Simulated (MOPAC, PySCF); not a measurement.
C₂H₆BCl, SMILES `CB(C)Cl`, neutral singlet in the gas phase. 

Z-matrix (Å, degrees):
```
B
C 1 1.5635
H 2 1.0910 1 113.73
H 2 1.0931 3 109.98 1 -127.07
H 2 1.0992 3 106.93 4 -115.21
C 1 1.5637 2 124.04 3 -152.98
H 6 1.0913 1 113.50 2 -150.15
H 6 1.0929 7 109.96 1 -127.11
H 6 1.0990 7 106.74 8 -115.33
Cl 1 1.7737 2 118.04 3 27.05
```
Charge 0, multiplicity 1.

All levels are single points at this geometry (ωB97X-D3(BJ)/def2-TZVP); Pople sets use spherical d functions. Orbital energies aren't observables, and empty levels follow the basis.

B3LYP/6-31G* in PySCF gives HOMO (eV) = -7.85.

### Question
Estimate the HOMO (eV) from each of these levels: PBE-D3(BJ)/def2-TZVP in PySCF; ωB97X-D3(BJ)/def2-TZVP in PySCF; B3LYP/6-311+G** in PySCF; BP86/6-31G* in PySCF; SVWN5/6-31G* in PySCF; HF/STO-3G in PySCF; AM1 in MOPAC; PM7 in MOPAC.

### Answer

| level | HOMO (eV) |
|---|---|
| PBE-D3(BJ)/def2-TZVP in PySCF | -6.89 |
| ωB97X-D3(BJ)/def2-TZVP in PySCF | -10.78 |
| B3LYP/6-311+G** in PySCF | -8.09 |
| BP86/6-31G* in PySCF | -6.79 |
| SVWN5/6-31G* in PySCF | -6.76 |
| HF/STO-3G in PySCF | -10.01 |
| AM1 in MOPAC | -11.02 |
| PM7 in MOPAC | -10.58 |
